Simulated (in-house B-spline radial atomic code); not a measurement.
Configurations of neutral boron, with energies counted from [He] 2s2 2p1. Method: non-relativistic PBE0, spin-polarised, spherical fractional occupations, point nucleus. Calculated with an all-electron radial atomic-structure program (B-spline basis). Shells without spins written out take the highest spin.

Caution: exact exchange at fractional occupations of open shells leaves self-interaction of up to several eV.

Occupations are held fixed; configurations that lie above the ionisation limit could autoionise.

```json
{"configuration": "[He] 2s2 3p(1 up, 0 down)", "E - E(ref) (eV)": "5.4086", "highest orbital": "3p up", "its <r> (bohr)": "8.116"}
{"configuration": "[He] 2s2 3d(1 up, 0 down)", "E - E(ref) (eV)": "6.215", "highest orbital": "3d up", "its <r> (bohr)": "10.47"}
{"configuration": "[He] 2s1 2p1 3p1", "E - E(ref) (eV)": "10.474", "highest orbital": "3p up", "its <r> (bohr)": "7.892"}
{"configuration": "[He] 2s(0 up, 1 down) 2p(1 up, 0 down) 3d(1 up, 0 down)", "E - E(ref) (eV)": "13.319", "highest orbital": "3d up", "its <r> (bohr)": "10.35"}
```

(1) Order these further configurations by energy, lowest first.
A. [He] 2s1 2p2
B. [He] 2s1 2p1 3d1
C. [He] 2s2 3s1
D. [He] 2s(0 up, 1 down) 2p(0 up, 1 down) 3s(0 up, 1 down)

Results:

(1) A (3.2059 eV), C (4.2819 eV), D (9.3166 eV), B (11.32 eV).
